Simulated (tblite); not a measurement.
Species: C6H8ClFO.
Numbering: `[CH2:1]=[CH:2][C@@H:3]([CH3:4])[C@H:5]([F:6])[C:7](=[O:8])[Cl:9]` (hydrogens: H10, H11 on C1; H12 on C2; H13 on C3; H14, H15, H16 on C4; H17 on C5)

Computed geometry: GFN2-xTB, gas phase.

(1) List the bond lengths, angles and torsions at this level.

Answers

(1) 
```
                  bond  length (pm)   order
                 C1=C2        131.9  double
                 C2–C3        150.1  single
                 C3–C4        153.0  single
                 C3–C5        154.4  single
                 C5–F6        137.2  single
                 C5–C7        151.2  single
                 C7=O8        118.6  double
                C7–Cl9        174.6  single
                C1–H10        107.6  single
                C1–H11        107.8  single
                C2–H12        108.1  single
                C3–H13        109.5  single
C4–H14, C4–H15, C4–H16        108.7  single
                C5–H17        109.8  single
```

Bonds in one row agree within 1 pm and their mean is given. Orders are formal, as drawn. A selection of angles:
```
    angle  degrees
 C1–C2–C3    124.1
 C2–C3–C4    110.9
 C2–C3–C5    110.0
 C4–C3–C5    109.5
 C3–C5–F6    109.5
 C3–C5–C7    109.3
 F6–C5–C7    110.8
 C5–C7–O8    126.0
C5–C7–Cl9    112.6
O8–C7–Cl9    121.4
```

Dihedral angles: C1–C2–C3–C4 118° (anticlinal); C2–C3–C5–F6 173° (antiperiplanar); C3–C5–C7–O8 -96° (anticlinal).

The 5 C–C bonds span 1.319 Å (C1=C2, drawn double) to 1.544 Å (C3–C5, drawn single), a spread of 0.225 Å. Of the pairs four or more bonds apart, F6···H15 is among the closest relative to their van der Waals radii: 2.56 Å, 96 % of the sum of Bondi's values.

Point group: C1 (no symmetry element, even within 0.4 Å). Its GFN2-xTB frequencies are all real (lowest 25 cm⁻¹). The numbers are those of one conformer. 3 starts were optimised and ended at 0.00, 0.29 and 0.53 kcal/mol (GFN2-xTB); the lowest of these is shown.
